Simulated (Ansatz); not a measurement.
Ansatz (an electronic-structure program) input:

Ansatz 0.2 input:
```yaml
crystal:
  periodic: [false, false, false]
  atoms:
    - {symbol: Lu, position_ang: [0.17028103, 0.10602026, 0.04028138]}
    - {symbol: F, position_ang: [-1.09949355, 0.70588955, -1.30889941]}
    - {symbol: F, position_ang: [-0.24383454, -1.54227158, 0.99112404]}
basis:
  gaussian:
    orbitals: def2-TZVP
hamiltonian:
  xc: {name: wB97M-V}
magnetization: {spin_polarized: true, initial_magnetization: 1}
output: {forces: true}
```

**Question.** Which total energy does the run end on?

**Answer.** -1435.31400 Eh (wB97M-V/def2-TZVP). The basis has 158 functions.

The spin state was set by rule; other spins were not relaxed.
